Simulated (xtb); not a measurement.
Job for xtb: GFN2-xTB on H6OSi2 (SMILES [SiH3]O[SiH3]), a point of a torsion scan.

```
$ xtb mol.xyz --gfn 2 --opt vtight --chrg 0 --uhf 0 --input xcontrol
9

Si     1.39563200    -0.16437891     0.04651678
O      0.10001555     0.46221953    -0.91159953
Si    -1.38140038    -0.07087096    -0.24984239
H      1.98463750    -1.24720790    -0.72790883
H      2.32107039     0.95389888     0.28139581
H      0.88758961    -0.63649993     1.35419098
H     -1.13899153    -1.07827581     0.78894320
H     -2.20326485    -0.57921576    -1.34980171
H     -2.02148760     1.07588963     0.43132878
$constrain
  force constant=1.0
  dihedral: 4,1,2,3,105.0
$end
```

The log:

```
[...]
           -------------------------------------------------
          |                Calculation Setup                |
           -------------------------------------------------



molecular fragmentation (1/2 indicates fragments):
111112112
# atoms in fragment 1/2:     7     2
 fragment masses (1/2) :       76.20        2.02
CMA distance (Bohr)    :   2.533
constraining FC (au)   :  1.0000

           -------------------------------------------------
          |                 G F N 2 - x T B                 |
           -------------------------------------------------

        Reference                      10.1021/acs.jctc.8b01176
      * Hamiltonian:
        H0-scaling (s, p, d)           1.850000    2.230000    2.230000
        zeta-weighting                 0.500000
      * Dispersion:
        s8                             2.700000
        a1                             0.520000
        a2                             5.000000
        s9                             5.000000
      * Repulsion:
        kExp                           1.500000    1.000000
        rExp                           1.000000
      * Coulomb:
        alpha                          2.000000
        third order                    shell-resolved
        anisotropic                    true
        a3                             3.000000
        a5                             4.000000
        cn-shift                       1.200000
        cn-exp                         4.000000
        max-rad                        5.000000


          ...................................................
          :                      SETUP                      :
          :.................................................:
          :  # basis functions                  30          :
          :  # atomic orbitals                  28          :
          :  # shells                           14          :
          :  # electrons                        20          :
          :  max. iterations                   250          :
          :  Hamiltonian                  GFN2-xTB          :
          :  restarted?                      false          :
          :  GBSA solvation                  false          :
          :  PC potential                    false          :
          :  electronic temp.          300.0000000     K    :
          :  accuracy                    1.0000000          :
          :  -> integral cutoff          0.2500000E+02      :
          :  -> integral neglect         0.1000000E-07      :
          :  -> SCF convergence          0.1000000E-05 Eh   :
          :  -> wf. convergence          0.1000000E-03 e    :
          :  Broyden damping             0.4000000          :
          :  net charge                          0          :
          :  unpaired electrons                  0          :
          ...................................................

 iter      E             dE          RMSdq      gap      omega  full diag
   1    -10.5698667 -0.105699E+02  0.957E+00    6.93       0.0  T
   2    -10.7297171 -0.159850E+00  0.471E+00    5.65       1.0  T
   3    -10.7334538 -0.373673E-02  0.308E+00    5.67       1.0  T
   4    -10.7336805 -0.226695E-03  0.115E+00    5.59       1.0  T
   5    -10.7338093 -0.128763E-03  0.439E-01    5.75       1.0  T
   6    -10.7343262 -0.516930E-03  0.240E-01    5.64       1.0  T
   7    -10.7344737 -0.147516E-03  0.675E-02    5.68       1.0  T
   8    -10.7344881 -0.143684E-04  0.159E-02    5.67       2.1  T
   9    -10.7344864  0.164546E-05  0.246E-02    5.67       1.4  T
  10    -10.7344882 -0.173530E-05  0.970E-03    5.67       3.4  T
  11    -10.7344885 -0.338433E-06  0.527E-04    5.67      63.3  T
  12    -10.7344885 -0.248335E-09  0.121E-04    5.67     275.8  T

   *** convergence criteria satisfied after 12 iterations ***

         #    Occupation            Energy/Eh            Energy/eV
      -------------------------------------------------------------
         1        2.0000           -0.7747416             -21.0818
       ...           ...                  ...                  ...
         4        2.0000           -0.4853626             -13.2074
         5        2.0000           -0.4758641             -12.9489
         6        2.0000           -0.4712732             -12.8240
         7        2.0000           -0.4396595             -11.9637
         8        2.0000           -0.4340465             -11.8110
         9        2.0000           -0.4191885             -11.4067
        10        2.0000           -0.4151248             -11.2961 (HOMO)
        11                         -0.2066595              -5.6235 (LUMO)
        12                         -0.1799258              -4.8960
        13                         -0.1750601              -4.7636
        14                         -0.1719307              -4.6785
        15                         -0.1609972              -4.3810
       ...                                ...                  ...
        28
[...]
h,  0 min,  0.002 sec
 SCC setup                      ...        0 min,  0.000 sec (  1.675%)
 Dispersion                     ...        0 min,  0.000 sec (  0.632%)
 classical contributions        ...        0 min,  0.000 sec (  0.291%)
 integral evaluation            ...        0 min,  0.000 sec ( 25.169%)
 iterations                     ...        0 min,  0.000 sec ( 25.111%)
 molecular gradient             ...        0 min,  0.001 sec ( 44.874%)
 printout                       ...        0 min,  0.000 sec (  1.987%)

         :::::::::::::::::::::::::::::::::::::::::::::::::::::
         ::                     SUMMARY                     ::
         :::::::::::::::::::::::::::::::::::::::::::::::::::::
         :: total energy             -10.697360038560 Eh    ::
         :: gradient norm              0.000133421518 Eh/a0 ::
         :: HOMO-LUMO gap              5.716018506981 eV    ::
         ::.................................................::
         :: SCC energy               -10.782872769161 Eh    ::
         :: -> isotropic ES            0.046312074550 Eh    ::
         :: -> anisotropic ES          0.002505576896 Eh    ::
         :: -> anisotropic XC          0.001755788696 Eh    ::
         :: -> dispersion             -0.004910944874 Eh    ::
         :: repulsion energy           0.085512730591 Eh    ::
         :: add. restraining           0.000000000009 Eh    ::
         :: total charge              -0.000000000000 e     ::
         :::::::::::::::::::::::::::::::::::::::::::::::::::::

           -------------------------------------------------
          |                Property Printout                |
           -------------------------------------------------

    * Orbital Energies and Occupations

         #    Occupation            Energy/Eh            Energy/eV
      -------------------------------------------------------------
         1        2.0000           -0.7641089             -20.7925
         2        2.0000           -0.7319586             -19.9176
         3        2.0000           -0.5879684             -15.9994
         4        2.0000           -0.4890833             -13.3086
         5        2.0000           -0.4890739             -13.3084
         6        2.0000           -0.4882043             -13.2847
         7        2.0000           -0.4265587             -11.6073
         8        2.0000           -0.4265518             -11.6071
         9        2.0000           -0.4088964             -11.1266
        10        2.0000           -0.4088790             -11.1262 (HOMO)
        11                         -0.1988192              -5.4101 (LUMO)
        12                         -0.1726515              -4.6981
        13                         -0.1726246              -4.6974
        14                         -0.1510502              -4.1103
        15                         -0.1510232              -4.1095
        16                         -0.1462974              -3.9810
        17                         -0.0732901              -1.9943
        18                         -0.0732306              -1.9927
        19                          0.0671561               1.8274
        20                          0.0672483               1.8299
        21                          0.2938783               7.9968
       ...                                ...                  ...
        28                          0.9055044              24.6400
      -------------------------------------------------------------
                  HL-Gap            0.2100598 Eh            5.7160 eV
             Fermi-level           -0.3038491 Eh           -8.2682 eV

     #   Z          covCN         q      C6AA      α(0)
     1  14 Si       3.565     0.513    98.368    19.084
     2   8 O        1.540    -0.451    21.946     6.320
     3  14 Si       3.565     0.513    98.368    19.084
     4   1 H        0.919    -0.096     5.419     3.641
     5   1 H        0.919    -0.096     5.414     3.639
     6   1 H        0.919    -0.096     5.434     3.646
     7   1 H        0.919    -0.096     5.431     3.645
     8   1 H        0.919    -0.096     5.411     3.638
     9   1 H        0.919    -0.096     5.424     3.643

 Mol. C6AA /au·bohr⁶  :       1454.827784
 Mol. C8AA /au·bohr⁸  :      55483.545136
 Mol. α(0) /au        :         66.339767


Wiberg/Mayer (AO) data.
largest (>0.10) Wiberg bond orders for each atom

 ---------------------------------------------------------------------------
     #   Z sym  total        # sym  WBO       # sym  WBO       # sym  WBO
 ---------------------------------------------------------------------------
     1  14 Si   3.836 --     2 O    1.098     5 H    0.893     4 H    0.893
                             6 H    0.893
     2   8 O    2.351 --     1 Si   1.098     3 Si   1.098
     3  14 Si   3.836 --     2 O    1.098     8 H    0.893     9 H    0.893
                             7 H    0.893
     4   1 H    0.991 --     1 Si   0.893
     5   1 H    0.991 --     1 Si   0.893
     6   1 H    0.991 --     1 Si   0.893
     7   1 H    0.991 --     3 Si   0.893
     8   1 H    0.991 --     3 Si   0.893
     9   1 H    0.991 --     3 Si   0.893
 ---------------------------------------------------------------------------

Topologies differ in total number of bonds
Writing topology from bond orders to xtbtopo.mol

molecular dipole:
                 x           y           z       tot (Debye)
 q only:       -0.001      -0.005       0.009
   full:       -0.001      -0.005       0.009       0.025
molecular quadrupole (traceless):
                xx          xy          yy          xz          yz          zz
 q only:        3.017      -0.161      -1.524       0.447      -0.018      -1.493
  q+dip:       -0.874       0.047       0.445      -0.129       0.003       0.428
   full:        1.756      -0.094      -0.886       0.260      -0.012      -0.870

           -------------------------------------------------
          |                Geometry Summary                 |
           -------------------------------------------------

      molecular mass/u    :       78.2180468
   center of mass at/Å    :       -0.0057463      -0.1404388      -0.0415654
  moments of inertia/u·Å² :        0.1185888E+02   0.1776209E+03   0.1776262E+03
rotational constants/cm⁻¹ :        0.1421520E+01   0.9490791E-01   0.9490510E-01

 * 8 selected distances

     #   Z          #   Z                                           value/Å
     1  14 Si       2   8 O                                       1.6158426
     2   8 O        3  14 Si                                      1.6158499 (max)
     1  14 Si       4   1 H                                       1.4615827
     1  14 Si       5   1 H                                       1.4615340
     1  14 Si       6   1 H                                       1.4617191
     3  14 Si       7   1 H                                       1.4616906
     3  14 Si       8   1 H                                       1.4615043 (min)
     3  14 Si       9   1 H                                       1.4616333

 * 2 distinct bonds (by element types)

   Z      Z             #   av. dist./Å        max./Å        min./Å
   1 H   14 Si          6     1.4616107     1.4617191     1.4615043
   8 O   14 Si          2     1.6158462     1.6158499     1.6158426


optimized geometry written to: xtbopt.xyz


           -------------------------------------------------
          | TOTAL ENERGY              -10.697360038560 Eh   |
          | GRADIENT NORM               0.000133421518 Eh/α |
          | HOMO-LUMO GAP               5.716018506981 eV   |
           -------------------------------------------------
Note: The following floating-point exceptions are signalling: IEEE_UNDERFLOW_FLAG IEEE_DENORMAL
normal termination of xtb

------------------------------------------------------------------------
------------------------------------------------------------------------
 total:
 SCF:
 ANC optimizer:
```

The run finished.

Warnings raised: the energy holds the restraint's term.

Cost: about 0.4 core-seconds (a rough figure).
